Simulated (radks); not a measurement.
Values are calculated unless marked as measured or tabulated.
Coulomb parameter of the 5d shell of neutral osmium in the model configuration [Xe] 4f14 5d4.5 6s2 6p1.5, as a second difference U = [E(n + 0.25) + E(n - 0.25) - 2 E(n)] / (0.25)^2 with all orbitals relaxed. "Bare": the charge of the atom changes with n. "Screened": the 6p shell takes up the change at fixed total charge, which measures U(5d,5d) + U(6p,6p) - 2 U(5d,6p). Level of theory: Dirac Kohn-Sham, PBE, spin-unpolarised, spherical densities, finite nucleus; open shells are shared between the two j in proportion to 2j + 1; Fermi nuclear charge, rms radius 5.4126 fm (a radial shooting solver on a logarithmic mesh with Libxc functionals).

| case | configuration | E - E(n) (eV) |
|---|---|---|
| start | [Xe] 4f14 5d4.5 6s2 6p1.5 | 0.000 |
| bare +0.25 | [Xe] 4f14 5d4.75 6s2 6p1.5 | -2.535 |
| bare -0.25 | [Xe] 4f14 5d4.25 6s2 6p1.5 | 3.111 |
| screened +0.25 | [Xe] 4f14 5d4.75 6s2 6p1.25 | -2.006 |
| screened -0.25 | [Xe] 4f14 5d4.25 6s2 6p1.75 | 2.148 |

U(bare) = 9.210 eV, U(screened by 6p) = 2.282 eV, against the Slater integral F0(5d,5d) = 14.459 eV with frozen orbitals. The step up makes a negative ion, whose loosely bound charge lowers the bare value.
